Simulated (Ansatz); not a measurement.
Frontier orbitals of `BCI`.

The species carries charge 0 and has multiplicity 1. Correlated methods include outer-core shells of I, which these sets cover unevenly. I takes the def2 core potential. Geometry: relaxed with PBE0-D4/def2-TZVP. Basis def2-TZVPP, Ansatz.

```csv
functional,HOMO (eV),LUMO (eV)
r2SCANh,-7.33,-1.84
```

(1) Give HOMO and LUMO (eV) with LDA (SPW92), PBE, revPBE, BLYP, r2SCAN, B97M-V, PBE0, B3LYP, r2SCAN0, HSE06 (plane-wave form), BHLYP, CAM-B3LYP, LC-ωPBE, ωB97X-V, ωB97M-V, HF. (Estimate.)

## Answers

(1) The calculation gave: 
```csv
functional,HOMO,LUMO
LDA (SPW92),-6.82,-2.65
PBE,-6.66,-2.42
revPBE,-6.61,-2.34
BLYP,-6.47,-2.31
r2SCAN,-6.92,-2.17
B97M-V,-6.94,-2.13
PBE0,-7.79,-1.49
B3LYP,-7.53,-1.73
r2SCAN0,-7.96,-1.34
HSE06 (plane-wave form),-7.40,-1.87
BHLYP,-8.73,-0.52
CAM-B3LYP,-9.05,-0.46
LC-ωPBE,-10.43,0.71
ωB97X-V,-10.07,0.60
ωB97M-V,-9.96,0.41
HF,-10.24,1.83
```

B3LYP here is the variant with VWN-RPA as its local correlation; programs differ in this. LC-ωPBE has ω = 0.4 bohr⁻¹. Positive LUMOs are unbound and depend on the basis.
